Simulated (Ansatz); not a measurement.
Abridged output of a molecular run in Ansatz:

```
Functional definition: HF
1728 factors; integrals over basis functions are off by at most 8.1e-4 eV
mean field evaluation 1: about -49140.5148 eV, gradient 2.5e1 eV
mean field evaluation 2: about -49140.8023 eV, gradient 2.5e1 eV
mean field evaluation 4: about -49143.1322 eV, gradient 3.6e0 eV
mean field evaluation 8: about -49143.2086 eV, gradient 3.2e-1 eV
mean field evaluation 16: about -49143.2092 eV, gradient 2.0e-6 eV
mean field -49143.20924440 eV, -1805.9796292683 hartree, gradient 2.0e-6 eV, S^2 0.000000; 0 other end points of the search recorded, 0 dependent functions left out
24 core orbitals not correlated: weight in the atoms' cores, before any rotation towards them, 1.000 or more for the frozen orbitals, at most 0.000 for the correlated occupied ones
reference -49143.20924440 eV, -1805.9796292683 hartree; 21, 21 occupied and 229, 229 virtual orbitals, 1728 factors
second order -28.04230044 eV of doubles, -0.00000000 eV of singles
cycle   1  -28.75570599 eV  change   -7.1e-1 eV  update   1.2e-1
cycle   2  -29.48341011 eV  change   -7.3e-1 eV  update   3.5e-2
cycle   3  -29.61618733 eV  change   -1.3e-1 eV  update   1.8e-2
cycle   4  -29.60197465 eV  change    1.4e-2 eV  update   4.1e-3
cycle   5  -29.60031892 eV  change    1.7e-3 eV  update   1.7e-3
cycle   6  -29.60009777 eV  change    2.2e-4 eV  update   4.8e-4
cycle   7  -29.59982784 eV  change    2.7e-4 eV  update   1.9e-4
cycle   8  -29.59986767 eV  change   -4.0e-5 eV  update   5.4e-5
cycle   9  -29.59989380 eV  change   -2.6e-5 eV  update   1.9e-5
perturbative correction -1.33227562 eV, -0.0489602261 hartree
Total energy: -49174.14141383 eV, -1807.1163655279 hartree
```

Its atoms:

```xyz
9

S     0.682   -2.280    0.382
Sn    0.054   -0.065   -0.274
S     1.266    0.644   -2.204
S     0.511    1.288    1.651
S    -2.232    0.091   -0.959
H     0.382   -2.029    1.668
H     2.341    0.979   -1.468
H    -0.388    2.217    1.279
H    -2.616   -0.845   -0.074
```

(1) Which basis set was used?
A. def2-TZVPP
B. cc-pV(Q+d)Z
C. def2-SVPD
D. def2-QZVPP

(2) Write the keys of the input that set method, charge and spin (a neutral closed shell needs none for the last two).

Results:

(1) A. It gives 274 functions.

(2) 
```yaml
correlation: {method: ccsd_t}
```
